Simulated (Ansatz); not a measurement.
Consider the redistribution: `CC1[SiH2]B1O` + `O[SiH2]C#C[SiH3]` → `CC1B[SiH2]1` + `O[SiH](O)C#C[SiH3]`.

Isolated molecules relaxed with PBE0-D4/def2-TZVP in Ansatz; ΔE leaves out vibrations. CCSD(T)/CBS adds triple-zeta CCSD(T) − MP2 to the extrapolated MP2 energy (def2 sets, frozen cores). Functionals use def2-TZVPP. One conformer a species, not always the lowest.

```
          level  ΔE (kcal/mol)
        ωB97M-V            0.8
         B2PLYP            0.8
            PBE            2.6
         r2SCAN            1.1
           PBE0            2.5
CCSD/def2-TZVPP            1.0
 MP2/def2-QZVPP           -1.0
 CCSD/CBS(def2)            0.3
```

What does CCSD(T)/CBS give? (Best estimate.)

Computed: -0.3 kcal/mol. The listed levels differ from it by 1.1, 1.1, 2.9, 1.4, 2.8, 1.3, -0.7, 0.6 kcal/mol.

Largest T1 diagnostic among the species: 0.013.

In def2-TZVPP, CCSD(T) changes the Hartree–Fock value by −2.4 kcal/mol (the triples alone add −0.6 kcal/mol) and MP2 by −3.3 kcal/mol.
